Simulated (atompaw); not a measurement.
# H (Z = 1): PAW (atompaw) pseudisation with PBEsol, non-relativistic reference atom.

Input for atompaw 4.2.0.5:

```
H 1
GGA-PBESOL loggrid 1500 logderivrange -2 5 176
1 0 0 0 0 0
1 0 1
0 0 0
v
0
0.75 0.70 0.65 0.55
y
0.75
n
custom rrkj gramschmidtortho besselshape
1 0 troulliermartins
0.75
0.75
PWSCFOUT
UPFDX 0.0125d0 UPFXMIN -7.d0 UPFZMESH 1.d0
END
```

Command:

```bash
atompaw < H.input > H.log
```

The program printed (summary file):

```
Completed calculations for H (AE)

 Exchange-correlation type: GGA, Perdew-Burke-Ernzerhof modified (PBEsol)

 Radial integration grid is logarithmic
 r0 =   6.3033849E-03 h =   6.3033849E-03   n =      1500 rmax =   8.0000000E+01

 Non-relativistic calculation

 AEatom converged in  18 iterations
   nz     =   1.00
   delta  =       3.779791522723E-17

 All Electron Orbital energies:
  n  l      occupancy      energy
  1  0      1.0000000E+00 -4.6538866E-01

 Total energy
   Total                    :       -0.89978517025970

 ---
 Completed calculations for H (SC)

 Exchange-correlation type: GGA, Perdew-Burke-Ernzerhof modified (PBEsol)

 Radial integration grid is logarithmic
 r0 =   6.3033849E-03 h =   6.3033849E-03   n =      1500 rmax =   8.0000000E+01

 Non-relativistic calculation

 SCatom converged in   1 iterations
   nz     =   1.00
   delta  =       1.996128145968E-18

 Valence Electron Orbital energies:
  n  l      occupancy      energy
   1  0      1.0000000E+00 -4.6538866E-01

 Total energy
   Total                    :       -0.89978517019714
   Valence                  :       -0.89978517019714

 PAW parameters:
       lmax =            0
         rc =   0.74766911377562206
        irc =          760
   rc_shape =   0.69716199195530770
    rc_vloc =   0.64591407988113669
    rc_core =   0.54732298377380617
   Vloc: Norm-conserving Troullier-Martins with l= 1;e=   0.0000E+00
   Projector type: RRKJ pseudization + Gram-Schmidt ortho.
   Bessel compensation charge shape zeroed at   6.9716E-01

 Number of basis functions     2
 No.   n  nodes  l      Energy         Cp coeff         Occ
  1    1    0    0   -0.4653887E+00  0.1000000E+01  0.1000000E+01
  2  999    1    0    0.7500000E+00 -0.2949735E-02  0.0000000E+00

 Eigenvalues of overlap operator (in the basis of projectors):
    1        3.42384943E+00
    2        1.76382245E+01

 Orbital leakage outside PAW augmentation regions
   orb  is_core?  %out_of_sphere
   1 0    F          83.21

 Summary of PAW energies
   Total valence energy     :     -0.89978516192995
   Smooth energy            :      1.92366544698669
   One center               :     -2.82345060891665
   Smooth kinetic           :      0.84781449231865
   Vloc energy              :     -0.04171613957237
   Smooth exch-corr         :     -0.47606202527794
   One-center xc            :     -0.00329077175029
```

The run took about 0.2 s on one core of a shared server CPU.
